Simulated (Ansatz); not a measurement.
Reaction (ligand exchange at the Si–C bond): `B/C=C/[SiH3]` + `CC[SiH2]O` → `CC[SiH2]O[SiH3]` + `BC=C`

Gas-phase electronic energies from Ansatz, PBE0-D4/def2-TZVP geometries. CBS: MP2 limit from def2 TZ/QZ plus the TZ coupled-cluster correction, frozen cores. One conformer a species, not always the lowest.

`B/C=C/[SiH3]`:

```xyz
11

B    -1.629    1.195    1.115
C    -0.285    0.559    0.718
C    -0.173   -0.206   -0.385
Si    1.405   -1.028   -0.957
H    -1.742    1.872    2.096
H    -2.585    1.002    0.419
H     0.609    0.713    1.323
H    -1.076   -0.351   -0.980
H     1.756   -0.555   -2.323
H     2.502   -0.697   -0.012
H     1.217   -2.502   -1.014
```

`CC[SiH2]O`:

```xyz
12

C    -1.283   -0.788   -0.053
C     0.063   -0.545   -0.731
Si    1.007    0.902   -0.020
O     1.340    0.707    1.587
H    -1.931    0.091   -0.123
H    -1.157   -1.021    1.007
H    -1.821   -1.625   -0.505
H     0.694   -1.437   -0.661
H    -0.076   -0.354   -1.802
H     0.203    2.144   -0.222
H     2.326    1.045   -0.687
H     0.635    0.881    2.210
```

`CC[SiH2]O[SiH3]`:

Cartesian coordinates in Å:
```
C 1.271 1.540 -0.270
C 1.246 0.387 0.730
Si 0.635 -1.223 0.014
O -0.876 -1.055 -0.605
Si -2.419 -0.621 -0.305
H 1.647 2.460 0.185
H 1.910 1.311 -1.126
H 0.272 1.752 -0.658
H 0.621 0.641 1.595
H 2.249 0.204 1.133
H 1.512 -1.660 -1.104
H 0.618 -2.279 1.065
H -3.197 -0.747 -1.562
H -2.476 0.788 0.170
H -3.014 -1.499 0.737
```

`BC=C`:

Z-matrix (Å, degrees):
```
B
C 1 1.534
H 1 1.197 2 122.0
H 1 1.199 2 118.7 3 180.0
C 2 1.339 1 120.5 3 180.0
H 2 1.089 1 121.7 3 -0.0
H 5 1.086 2 120.6 1 0.0
H 5 1.087 2 123.0 1 -180.0
```

| level | ΔE (kJ/mol) |
| --- | --- |
| HF/def2-TZVPP | -130.7 |
| CCSD/def2-TZVPP | -113.4 |

(1) What does CCSD(T)/CBS give? (An estimate is asked.)

Largest T1 diagnostic among the species: 0.012.

Results:

(1) The calculation gave: -110.5 kJ/mol. The listed levels differ from it by -20.2, -2.9 kJ/mol.

From PBE to PBE0 (25 % exact exchange), in def2-TZVPP and without D4, ΔE moves by −7.4 kJ/mol. In def2-TZVPP, CCSD(T) changes the Hartree–Fock value by +20.7 kJ/mol (the triples alone add +3.3 kJ/mol) and MP2 by +19.5 kJ/mol.
